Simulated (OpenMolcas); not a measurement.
# B+: RASPT2 settings compared

```
Program             : OpenMolcas
Basis               : ANO-RCC-VQZP [5s4p3d2f1g]
Scalar Hamiltonian  : DKH2, point nucleus
Active space        : 2 electrons in 9 orbitals (RAS2 2s 2p; RAS3 3d, at most 2 electrons)
State averaging     : 2S+1 = 3 even, 3 roots; 2S+1 = 1 even, 6 roots kept (CI in the orbitals of an earlier block); 2S+1 = 3 odd, 3 roots; 2S+1 = 1 odd, 3 roots kept (CI in the orbitals of an earlier block)
Spin-orbit coupling : state interaction with AMFI integrals over the reference wave functions, term energies averaged over their components
```

Methods on the same reference wave functions:
A. RASSCF
B. SS-RASPT2, IPEA 0.5 Eh, imaginary shift 0.15 Eh (closed shells correlated: 1s)
C. SS-RASPT2, IPEA 0.2 Eh, sigma2 regulariser 0.1 Eh (closed shells correlated: none)
D. SS-RASPT2, IPEA 0.5 Eh, sigma1 regulariser 0.05 Eh (closed shells correlated: 1s)

Energies in cm-1 above 2s2 1S0, the measured ground level; measured values from NIST Handbook of Basic Atomic Spectroscopic Data.

```csv
Level,A,B,C,D,Measured
2s2 1S0,0.0,0.0,0.0,0.0,0.0
2s 2p 3P* 0,35044,36826,37088,36828,37336
2s 2p 3P* 1,35051,36833,37096,36835,37342
2s 2p 3P* 2,35066,36848,37110,36850,37358
2s 2p 1P* 1,74827,73528,74141,73523,73397
2p2 3P0,97727,98740,99443,98742,98911
2p2 3P1,97734,98748,99450,98750,98920
2p2 3P2,97749,98762,99465,98764,98933
2p2 1D2,103284,102760,103291,102762,102363
```

Deviations, from unrounded energies. A percentage is the sum of absolute deviations over the sum of measured energies, with the sign that they share, or ± where signs differ.

```json
{"Against measurement": "mean absolute deviation (cm-1)", "Levels": "8", "A": "1600", "B": "320", "C": "500", "D": "320"}
{"Against measurement": "other configurations (%)", "Levels": "8", "A": "±2.2", "B": "±0.4", "C": "±0.7", "D": "±0.4"}
```

B, D lie about equally close to measurement and A furthest from it. The largest miss of D in the table is 2s 2p 3P* 2, by -510 cm-1. The ranking rests on the paired levels alone, and a cruder setting can come out closer through cancelling errors.

Among B to D the level of the table that moves most is 2p2 3P1, by 700 cm-1 (lowest in B, highest in C).

The lowest spin-free term lies below A's lowest term by 0.047 hartree in B, 0.011 hartree in C, 0.047 hartree in D.

Terms from blocks run as CI alone lack orbitals of their own. Active for correlation alone: 3d; no level in the range computed is led by a configuration that fills it, so any true level of that kind is missing. Without dynamic correlation excited terms often stand tens of per cent too high (terms of higher spin than the ground term too low), and those without a measured partner can miss by more than the paired ones (holds for A). Measured partners are found by configuration, term and J. A level has none where our copy of the source lacks it or the pairing is in doubt (some pairs that miss far off the trend of their configuration count as doubtful), and it then counts in no deviation. Only configurations of the active space appear.

* marks odd parity.
